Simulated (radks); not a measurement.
Problem. These are the eigenvalues of the occupied orbitals of an atom or ion with whole-number occupations (eV). Method: Dirac Kohn-Sham, PBE, spin-unpolarised, spherical densities, finite nucleus; Fermi nuclear charge, rms radius of each element as measured or else 0.836 A^(1/3) + 0.57 fm; computed with a radial shooting solver on a logarithmic mesh with Libxc functionals.

orbital  eigenvalue
1s1/2     -7653.792
2s1/2     -962.1120
2p1/2     -842.9240
2p3/2     -828.1070
3s1/2     -162.6107
3p1/2     -126.6553
3p3/2     -124.6984
3d3/2      -66.0975
3d5/2      -65.8524

Which element is it, and in what charge state? The configuration may be excited. Open shells, if any, are shared by 2j + 1.

Solution. Z = 27, cobalt, charge +4: Co4+ in [Ar] 3d5. The list shows which subshells hold electrons but not how many an open one holds; the 1s level, -281.27 hartree, gives Z - s = 23.7 by -(Z - s)^2/2, which with screening and relativity narrows Z to a few neighbours, and the depths of the outer levels then fix element, charge and occupations together.
